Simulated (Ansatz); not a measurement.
Job for Ansatz (a first-principles code): U-CCSD(T)/cc-pV(T+d)Z on CH4Si (SMILES C[SiH]), 2S+1 = 1, a spin state set in the input, which need not be the lowest, at the other state's geometry. Files ending in .json are basis or fitting sets from the Basis Set Exchange.

Ansatz 0.2 input:
```yaml
crystal:
  periodic: [false, false, false]
  atoms:
    - {symbol: C, position_ang: [-1.11566785, -0.34404288, 0.02055981]}
    - {symbol: Si, position_ang: [0.66691631, 0.29664725, -0.02180770]}
    - {symbol: H, position_ang: [-1.29149413, -1.03716978, -0.80453668]}
    - {symbol: H, position_ang: [-1.81459686, 0.48720536, -0.07605665]}
    - {symbol: H, position_ang: [-1.31597946, -0.85195683, 0.96608754]}
    - {symbol: H, position_ang: [1.77924921, -0.68688304, 0.09645476]}
basis:
  gaussian:
    orbitals: cc-pV_T+d_Z.json
correlation: {method: ccsd_t, electrons: outside_noble_gas}
scf: {omitted_lower_state_checks: [cluster_reference]}
magnetization: {spin_polarized: true, initial_magnetization: 0}
```

Output:

```
WARN ansatz: RAYON_NUM_THREADS=2 ignored (pool sized by the plan → 2); use --threads N
Functional definition: HF
these checks for a lower state are left out or cut short: cluster_reference
integrals: 0.34 GiB planned
709 factors; integrals over basis functions are off by at most 9.5e-4 eV
mean field: 0.28 GiB planned
mean field evaluation 1: about -8952.9892 eV, gradient 1.7e1 eV
mean field evaluation 2: about -8952.9885 eV, gradient 1.7e1 eV
mean field evaluation 4: about -8954.6577 eV, gradient 1.6e0 eV
mean field evaluation 8: about -8954.6898 eV, gradient 2.4e-3 eV
mean field evaluation 16: about -8955.0194 eV, gradient 1.7e-1 eV
mean field evaluation 32: about -8953.2432 eV, gradient 7.5e0 eV
mean field -8955.02131520 eV, -329.0909634021 hartree, gradient 2.1e-6 eV, S^2 0.655673; 6 other end points of the search recorded, 0 dependent functions left out
6 core orbitals not correlated
reference -8955.02131520 eV, -329.0909634021 hartree; 6, 6 occupied and 113, 113 virtual orbitals, 709 factors
second order -7.32990252 eV of doubles, -0.00000000 eV of singles
coupled cluster: 1.11 GiB planned
cycle   1  -7.93780582 eV  change   -6.1e-1 eV  update   7.1e-2
cycle   2  -8.23055779 eV  change   -2.9e-1 eV  update   3.4e-2
cycle   3  -8.27952935 eV  change   -4.9e-2 eV  update   2.3e-2
cycle   4  -8.29599923 eV  change   -1.6e-2 eV  update   1.9e-2
cycle   5  -8.33030423 eV  change   -3.4e-2 eV  update   1.6e-2
cycle   6  -8.37470002 eV  change   -4.4e-2 eV  update   1.1e-2
cycle   7  -8.40261904 eV  change   -2.8e-2 eV  update   5.7e-3
cycle   8  -8.40694494 eV  change   -4.3e-3 eV  update   2.0e-3
cycle   9  -8.40660089 eV  change    3.4e-4 eV  update   5.9e-4
cycle  10  -8.40725179 eV  change   -6.5e-4 eV  update   2.7e-4
cycle  11  -8.40722348 eV  change    2.8e-5 eV  update   1.0e-4
cycle  12  -8.40713259 eV  change    9.1e-5 eV  update   4.3e-5
cycle  13  -8.40714399 eV  change   -1.1e-5 eV  update   2.0e-5
cycle  14  -8.40715186 eV  change   -7.9e-6 eV  update   8.6e-6
coupled cluster: 1.12 GiB planned
perturbative correction -0.32128626 eV, -0.0118070523 hartree
Total energy: -8963.74975332 eV, -329.4117275868 hartree
Checks for a lower state left out: cluster_reference
```

The run converged. Its determinant has ⟨S²⟩ = 0.66, a mixture of spin states.

Cost: roughly 30 core-seconds.
